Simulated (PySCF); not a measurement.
Computed shifts of a molecule C₂H₇BFNO, PySCF with PBE/pcSseg-1, GIAO, gas phase, atoms alike by connectivity averaged where their shifts nearly agree, in ppm (number of nuclei): ¹⁹F: -172.9 (1). ¹H: 3.06 (1), 2.95 (3), 2.73 (3). ¹⁵N: 66.9 (1). ¹³C: 40.6 (1), 39.0 (1). References: ¹¹B against BF3 (σ = 83.9 ppm); ¹⁹F against CFCl3 (σ = 133.6 ppm); ¹⁷O against H2O (σ = 334.3 ppm); ¹H against TMS (σ = 31.49 ppm); ¹⁵N against NH3 (σ = 267.0 ppm); ¹³C against TMS (σ = 182.0 ppm), references at their B3LYP-D3(BJ)/def2-TZVP geometries, non-relativistic. The structure is a stationary point at PBE0-D3(BJ)/def2-SVP. Other conformers were not sampled.

### Question
Pick the molecule that these values belong to.
(A) CN(C)B(O)F
(B) CCNB(O)F
(C) CNB(O)CF
(D) CCOB(N)F

### Answer
A, CN(C)B(O)F
